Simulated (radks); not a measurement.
Tm4+, configuration [Xe] 4f11 (the NIST ground configuration). Method: scalar-relativistic Kohn-Sham, OLYP, spin-polarised, spherical densities, finite nucleus; open shells are filled with parallel spins first (spin-orbit coupling, left out, can overturn this in heavy ions); Fermi nuclear charge, rms radius 5.2256 fm; computed with a radial shooting solver on a logarithmic mesh with Libxc functionals.

Unscreened Slater integrals over Kohn-Sham orbitals (cm^-1). They are taken over the spin-up orbitals.

integral    value
F0(4f,4f)  288400
F2(4f,4f)  137680
F4(4f,4f)   86491
F6(4f,4f)   62254
F0(4f,5p)  176500
F2(4f,5p)   59156
G2(4f,5p)   28401
G4(4f,5p)   22479
F0(4f,5s)  197040
G3(4f,5s)   34036
F0(5p,5p)  146070
F2(5p,5p)   79163
F0(5p,5s)  155540
G1(5p,5s)  104470
F0(5s,5s)  167750

Derived for the open shells (J is the average intra-shell exchange parameter used in DFT+U). 4f: F4/F2 = 0.628, F6/F2 = 0.452, J = (286 F2 + 195 F4 + 250 F6)/6435 = 11160 cm^-1.
